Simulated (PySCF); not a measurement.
Static response to an electric field

C₅H₅F₃O.
Cartesian coordinates in Å at the GFN2-xTB level; atoms count from 1:
```xyz
14
C5H5F3O angstrom
C     -0.7530    1.2928   -0.8465
C     -0.7638    0.1612   -0.1555
O      0.2974   -0.6046    0.2348
C      1.5492   -0.0710    0.2174
C      2.6178   -0.8515    0.2856
F      3.8434   -0.3096    0.3282
C     -2.0536   -0.4758    0.3172
F     -3.0230   -0.3804   -0.6196
F     -2.5304    0.1639    1.4158
H     -1.6813    1.7811   -1.0764
H      0.1459    1.7519   -1.2146
H      1.6407    1.0064    0.1941
H      2.6236   -1.9286    0.3227
H     -1.9135   -1.5363    0.5747
```

Level: CAM-B3LYP/def2-SVPD (PySCF), static field, nuclei fixed, core orbitals frozen in the response. The polarisability tensor in these axes (au):

```
x    86.48 -10.05   3.70
y   -10.05  68.19  -8.66
z     3.70  -8.66  54.10
```

Task: Give the principal values, the mean and the anisotropy Δα = √{½[(α1 − α2)² + (α2 − α3)² + (α1 − α3)²]}.

Result: Principal values 49.95, 66.60 and 92.22 au; mean 69.59 au = 10.31 Å³ = 11.47 × 10⁻⁴⁰ C²·m²/J; Δα = 36.88 au (53 % of the mean).

Task: What is the dipole moment, and where does it point?

Result: (0.83, -0.34, -0.62) D, 1.09 D in size, pointing from the negative to the positive side. Measured along this direction, the outermost atoms are F9 at the negative end and F6 at the positive end.

Task: Find the Langevin capture rate constant for H3O+ (19.018 u) meeting this molecule (138.029 u), k = 2.342 × 10⁻⁹ cm³/s × √(α in Å³ / reduced mass in u).

Result: The reduced mass is 16.72 u, so k = 1.84 × 10⁻⁹ cm³/s. The formula leaves out the permanent dipole, which adds to the capture rate.

Task: Orientational against electronic polarisability at 350 K (dilute gas, rigid molecules)?

Result: In Gaussian units μ²/3kT = 8.18 Å³ against 10.31 Å³, a ratio of 0.79; the Debye molar polarisation (4π/3)N_A(α + μ²/3kT) is 46.6 cm³/mol, leaving out the vibrational part.

Task: Molar refractivity from α?

Result: Lorentz–Lorenz: R = (4π/3)N_A α = 2.5225 cm³/(mol·Å³) × 10.31 Å³ = 26.0 cm³/mol, in the limit of long wavelengths.

Task: Traceless (Buckingham) quadrupole moment about the centre of nuclear charge: eigenvalues?

Result: -12.99, -0.82, 13.82 D·Å. The values depend on the origin, since the dipole doesn't vanish. The electronic extent ⟨r²⟩ about the same centre is 1693 bohr², a root-mean-square distance of 2.60 Å for the 70 electrons.

One conformer (not necessarily the lowest) at the GFN2-xTB geometry, without solvent, vibrations or thermal averaging.
